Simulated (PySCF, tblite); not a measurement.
Isomers of C5H7FSi. All values are computed: GFN2-xTB (tblite) harmonic vibrations without scaling, gas phase. Errors from tens to a few hundred cm⁻¹ against measured bands are possible. Modes of hydrogen on silicon can be 10 to 20 % off. One conformer each.

Electronic energies: PBE0/pcSseg-1 single points on the GFN2-xTB geometries (PySCF, gas phase).

```
                  SMILES  electronic energy, lowest = 0 (kJ/mol)
        C[Si@H]1C=CC=C1F                                   198.6
    C#C[Si@@H]1C[C@H]1CF                                   385.8
   C#C[Si@@H]1C[C@@H]1CF                                   385.3
        FCC1=C[SiH2]C=C1                                   226.6
        CC1=C[SiH2]C=C1F                                   192.3
        C[Si]1(F)C=CC=C1                                     0.0
    C#C[C@]1(F)CC[SiH2]1                                   390.8
C#C[C@@H]1C[SiH2][C@H]1F                                   391.5
```

Q: How do GFN2-xTB zero-point energies change the relative energies?

A: 
```csv
SMILES,ZPE (kJ/mol),of it from modes above 1550 cm⁻¹,electronic (kJ/mol),"with ZPE, lowest = 0 (kJ/mol)",lowest mode (cm⁻¹),rings
C[Si]1(F)C=CC=C1,272.1,147.7,0.0,0.0,92,1
CC1=C[SiH2]C=C1F,260.0,137.8,192.3,180.2,111,1
C[Si@H]1C=CC=C1F,264.7,142.4,198.6,191.3,105,1
FCC1=C[SiH2]C=C1,260.0,136.4,226.6,214.5,65,1
C#C[Si@@H]1C[C@@H]1CF,261.8,137.0,385.3,375.1,50,1
C#C[Si@@H]1C[C@H]1CF,261.7,137.0,385.8,375.4,67,1
C#C[C@]1(F)CC[SiH2]1,256.4,133.4,390.8,375.1,52,1
C#C[C@@H]1C[SiH2][C@H]1F,257.1,132.7,391.5,376.5,51,1
```

The zero-point energies span 15.7 kJ/mol, from `C#C[C@]1(F)CC[SiH2]1` to `C[Si]1(F)C=CC=C1`. The lowest isomer stays, but the order above it changes.

Q: And how do the electronic energies of GFN2-xTB itself compare?

A: `C[Si]1(F)C=CC=C1` 0.0; `CC1=C[SiH2]C=C1F` 88.6; `C[Si@H]1C=CC=C1F` 141.1; `FCC1=C[SiH2]C=C1` 119.2; `C#C[Si@@H]1C[C@@H]1CF` 307.8; `C#C[Si@@H]1C[C@H]1CF` 308.4; `C#C[C@]1(F)CC[SiH2]1` 215.1; `C#C[C@@H]1C[SiH2][C@H]1F` 210.2 kJ/mol, lowest = 0. Against the energies above, taken from the same isomer `C[Si]1(F)C=CC=C1`, the largest difference is 181.3 kJ/mol.

Q: What do entropy and thermal enthalpy add at 298.15 K and 1 bar (rigid rotor, harmonic oscillator, one conformer each)?

A: 
```csv
SMILES,point group,symmetry number,S (J/(mol K)),H − H(0) (kJ/mol),ZPE + H − H(0) − TS (kJ/mol)
C[Si]1(F)C=CC=C1,Cs,1,369.2,23.87,185.9
CC1=C[SiH2]C=C1F,Cs,1,358.1,23.10,176.3
C[Si@H]1C=CC=C1F,C1,1,365.6,23.68,179.4
FCC1=C[SiH2]C=C1,Cs,1,358.4,22.48,175.6
C#C[Si@@H]1C[C@@H]1CF,C1,1,384.6,25.39,172.5
C#C[Si@@H]1C[C@H]1CF,C1,1,385.5,25.48,172.2
C#C[C@]1(F)CC[SiH2]1,C1,1,371.2,24.40,170.1
C#C[C@@H]1C[SiH2][C@H]1F,C1,1,368.7,23.89,171.1
```
